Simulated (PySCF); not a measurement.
Ionisation energy of Mo by level of theory

Mo [Kr] 4d5 5s1 (7S) → Mo⁺ [Kr] 4d5 (6S), as a difference of total energies. Calculation: PySCF 2.14, in aug-cc-pVDZ-PP with ECP28MDF; a scalar-relativistic core potential. Correlated levels: valence: 4s2 4p6 frozen. The calculations carry no spin-orbit coupling.

Order these methods by the ionisation energy they give, lowest first.
A. MP2 (valence)
B. M06-2X
C. UHF
D. PBE

C (6.256 eV), A (6.788 eV), B (6.974 eV), D (7.513 eV).

Errors of the correlated levels include the incompleteness of this basis and the frozen core.

For comparison: 7.092 eV (measured; NIST Atomic Spectra Database, ionization energies).
